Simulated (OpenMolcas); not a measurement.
# Hf III: effect of the IPEA shift

```yaml
Program: OpenMolcas 26.06
Basis: ANO-RCC-VTZP [8s7p5d3f2g1h]
Scalar_Hamiltonian: DKH2, point nucleus
Active_space: 2 electrons in 5 orbitals (5d)
State_averaging: 2S+1 = 3 even, 10 roots; 2S+1 = 1 even, 15 roots
Spin-orbit_coupling: state interaction with AMFI integrals over the reference wave functions, term energies averaged over their components
```

Methods on the same reference wave functions:
A. CASSCF
B. SS-CASPT2, IPEA 0 Eh, imaginary shift 0.1 Eh (closed shells correlated: 5s 5p)
C. SS-CASPT2, IPEA 0.25 Eh, imaginary shift 0.1 Eh (closed shells correlated: 5s 5p)

Energies in eV above 5d² ³F₂.

```json
{"Level": "5d² ³F₂", "A": "0.0000", "B": "0.0000", "C": "0.0000"}
{"Level": "5d² ³F₃", "A": "0.3756", "B": "0.384", "C": "0.403"}
{"Level": "5d² ³F₄", "A": "0.7530", "B": "0.756", "C": "0.775"}
{"Level": "5d² ¹D₂ [59 %]", "A": "1.3553", "B": "1.200", "C": "1.040"}
{"Level": "5d² ³P₀", "A": "1.3663", "B": "1.166", "C": "1.207"}
{"Level": "5d² ³P₁", "A": "1.5522", "B": "1.367", "C": "1.431"}
{"Level": "5d² ³P₂ [63 %]", "A": "1.9637", "B": "1.793", "C": "1.772"}
{"Level": "5d² ¹G₄", "A": "2.0632", "B": "1.884", "C": "1.887"}
{"Level": "5d² ¹S₀", "A": "4.4071", "B": "3.767", "C": "3.356"}
```

Between B and C the level of the table that moves most is 5d² ¹S₀, by 3300 cm-1 (lowest in C, highest in B). Moves below CASPT2's spread within the term are not significant.

From A to B the spin-free energies of the other terms of 5d² shown, above ³F, scale by factors of 0.83 to 0.88, as is usual when dynamic correlation screens the repulsion within a d or f shell.

The lowest spin-free term lies below A's lowest term by 0.214 hartree in B, 0.210 hartree in C.

Term energies are means over components that CASPT2 splits; among the terms shown or strongly mixed into the levels shown the widest spread is 630 cm-1 (5d² ¹G, B). Over all roots computed the reference weight is 0.90 to 0.96 in B; the roots of lowest weight are the least certain, and an intruder state may touch them. Configurations with an s electron lie low in 5d ions of this charge, fall among these levels and mix in, so low-spin terms can stand far too high, up to twice their true height, and weights are not those of the real levels. Without dynamic correlation excited terms often stand tens of per cent too high (terms of higher spin than the ground term too low), and those without a measured partner can miss by more than the paired ones (holds for A). Levels of configurations outside the active space are missing.

A share in square brackets marks a mixed level and gives the weight of the term that names it, the lowest over the columns.
